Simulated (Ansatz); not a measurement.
`CC(C)(C)[CH2][Hf]([F])([F])[F]`. Charge 0, multiplicity 1. Hf takes the def2 core potential. Geometry: relaxed with PBE0-D4/def2-TZVP. It is one conformer, not always the lowest.

```xyz
20

C     1.092   -0.853    0.633
C     0.305   -0.180   -0.493
C     0.934    1.173   -0.812
C     0.363   -1.064   -1.738
C    -1.158    0.014   -0.059
Hf   -1.538    0.772    1.982
F    -3.295    1.496    1.916
F    -0.232    2.100    2.388
F    -1.444   -0.748    3.125
H     1.170   -0.207    1.518
H     2.117   -1.069    0.322
H     0.628   -1.795    0.938
H     1.975    1.052   -1.126
H     0.927    1.838    0.056
H     0.396    1.670   -1.624
H    -0.208   -0.619   -2.556
H     1.395   -1.198   -2.078
H    -0.056   -2.054   -1.535
H    -1.675   -0.961   -0.065
H    -1.696    0.632   -0.791
```

Question: What is the dipole moment at B3LYP/def2-TZVPP? (Best estimate.)

Answer: Ansatz gave: 1.61 D, with components (0.67, -0.57, -1.35) D in this frame, pointing from negative to positive charge.

Question: And with PBE, r2SCAN, ωB97M-V? (Estimate.)

Answer: The calculation gave: PBE 1.57 D, r2SCAN 1.59 D, ωB97M-V 1.41 D.

Question: Give the Mulliken charges with B3LYP, ωB97M-V, PBE in def2-TZVPP. (Best estimate.)

Answer: The calculation gave: 
```
atom  B3LYP  ωB97M-V    PBE
  C1  -0.31    -0.35  -0.28
  C2   0.26    -0.01   0.25
  C3  -0.28    -0.29  -0.26
  C4  -0.28    -0.30  -0.27
  C5  -0.40    -0.47  -0.36
 Hf6   1.08     1.07   0.89
  F7  -0.34    -0.32  -0.29
  F8  -0.34    -0.33  -0.29
  F9  -0.34    -0.33  -0.29
 H10   0.08     0.12   0.08
 H11   0.08     0.12   0.07
 H12   0.10     0.14   0.10
 H13   0.08     0.11   0.07
 H14   0.09     0.11   0.08
 H15   0.08     0.11   0.07
 H16   0.08     0.11   0.08
 H17   0.08     0.11   0.07
 H18   0.08     0.11   0.07
 H19   0.10     0.15   0.10
 H20   0.11     0.15   0.10
```

B3LYP here is the variant with VWN-RPA as its local correlation; programs differ in this.
